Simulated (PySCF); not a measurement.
Species: C₇H₄ClFO.
SMILES with atom numbers: `[O:1]=[C:2]([F:3])[c:4]1[cH:5][cH:6][c:7]([Cl:8])[cH:9][cH:10]1`

NICS is the negative of the GIAO shielding at a point without a nucleus: at the ring centre (0) and 1 Å above and below it (1); zz is the component along the ring normal. Level: GIAO PBE0/pcSseg-1 (PySCF, non-relativistic, gas phase) on the GFN2-xTB geometry, one conformer.

Ring bond lengths (Å), with Mayer bond orders in brackets: C4–C5 1.396 (1.35), C5–C6 1.380 (1.44), C6–C7 1.390 (1.34), C7–C9 1.391 (1.33), C9–C10 1.378 (1.45), C10–C4 1.397 (1.36).

**Question.** Give the NICS values of each ring in ppm.

**Answer.** 
```tsv
ring	type	NICS(0)	NICS(1), two faces	NICS(1)zz, two faces	rms pucker (Å)	centre to ring atoms, mean (Å)
C4–C5–C6–C7–C9–C10	6-membered carbocycle; formal bonds all aromatic	-8.6	-10.8 / -10.8	-25.9 / -25.9	0.00	1.39
```

**Question.** What do they say, and how far can they be read as aromaticity?

**Answer.** 
- C4–C5–C6–C7–C9–C10: mean NICS(1)zz -25.9 ppm, shielded. The ring is flat and has no four-coordinate atom; by the NICS criterion it is aromatic.

**Question.** What does the geometric index give? HOMA = 1 − mean of α(R − Ropt)² over the ring bonds, with Krygowski's 1993 parameters (CC: Ropt 1.388 Å, α 257.7 Å⁻²).

**Answer.** 
- C4–C5–C6–C7–C9–C10: HOMA 0.99 = 1 − EN − GEO, with mean bond length 1.389 Å, EN = α(Ropt − mean)² = 0.000 and GEO = α × variance = 0.013. The geometric and the magnetic index point the same way.

**Question.** At the second NICS(1) probe listed for ring C4–C5–C6–C7–C9–C10, 1 Å off the ring, what do the in-plane components average?

**Answer.** The isotropic value is a third of the trace: (3 × -10.8 − (-25.9))/2 = -3.3 ppm.

**Question.** Give the inner angles of the rings and the Hirshfeld charges of the ring atoms.

**Answer.** 
- C4–C5–C6–C7–C9–C10: C4 119.8° (-0.025 e), C5 120.0° (-0.029 e), C6 119.6° (-0.051 e), C7 121.0° (+0.033 e), C9 119.3° (-0.050 e), C10 120.3° (-0.022 e); sum 720.0° against 720° for a flat convex ring.

Conformer computed: `[O:1]=[C:2]([F:3])[c:4]1[cH:5][cH:6][c:7]([Cl:8])[cH:9][cH:10]1`: O1–C2–C4–C5 180°.
